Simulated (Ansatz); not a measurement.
Frontier orbitals of C2H3BrO, SMILES `C=C(O)Br`.

Z-matrix (Å, degrees):
```
C
C 1 1.326
H 1 1.078 2 121.1
H 1 1.085 2 120.3 3 -180.0
O 2 1.342 1 127.6 3 -180.0
Br 2 1.881 1 122.1 3 0.0
H 5 0.965 2 108.5 1 -0.0
```

Charge 0, multiplicity 1. Correlated methods include outer-core shells of Br, which these sets cover unevenly. Scalar relativity is left out up to krypton. The geometry is a stationary point of PBE0-D4/def2-TZVP. It is one conformer, not always the lowest. Basis def2-TZVPP, Ansatz.

```
functional  HOMO (eV)  LUMO (eV)  gap (eV)
       PBE      -5.80      -0.94      4.86
    revPBE      -5.73      -0.86      4.87
      BLYP      -5.65      -0.89      4.76
      PBE0      -7.00       0.09      7.09
     BHLYP      -8.05       1.03      9.08
   ωB97X-V      -9.31       2.26     11.57
   ωB97M-V      -9.21       1.94     11.15
```

A quarter of exact exchange (PBE0) shifts PBE's HOMO by −1.20 eV and its LUMO by +1.03 eV; full exchange at long range (ωB97M-V) shifts them by −3.41 and +2.88 eV. The gap opens from 4.86 to 11.15 eV, since occupied levels lose self-interaction and empty ones feel all the electrons. A positive LUMO is unbound and depends on the basis.
